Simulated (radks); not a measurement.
The numbers below are computed, except where a source is named.
Task: Numerical settings for the promethium ion Pm+, [Xe] 4f5 6s1. Code: a radial shooting solver on a logarithmic mesh with Libxc functionals. Model: Dirac Kohn-Sham, PBE, spin-unpolarised, spherical densities, finite nucleus; open shells are shared between the two j in proportion to 2j + 1; Fermi nuclear charge, rms radius 4.962 fm. The defaults (mesh step 0.008 in ln r, mesh end at 40 bohr or more with all orbitals vanishing there, Anderson mixing 0.5 over 9 steps, residual threshold near 1e-9 with the energy settled to 1e-9 hartree or 1e-11 of itself, here a cap of 64 iterations) give E = -10026.3160 hartree and 4f7/2 at -7.941 eV in 16 iterations. Run on one thread of a shared host, so times are rough (Intel(R) Xeon(R) 6975P-C): 0.13 s of CPU time, 0.13 s wall, 16 iterations on 2360 mesh points. One setting is changed at a time: mesh step in ln r 0.003; mesh step in ln r 0.2; mesh step in ln r 0.03; mesh end (bohr) 5; mesh end (bohr) 400; residual threshold 0.001; residual threshold 1e-05; mixing 1.5; linear mixing, mixing 1; linear mixing, mixing 0.5; mixing history 3; iteration cap 2. Which runs fail to converge, and which converge to a wrong energy?

Result: Not converged within the cap: mesh step in ln r 0.2; linear mixing, mixing 1; iteration cap 2. Settings that end as converged yet miss the energy by more than 1 mhartree: mesh end (bohr) 5 (+0.149 hartree).
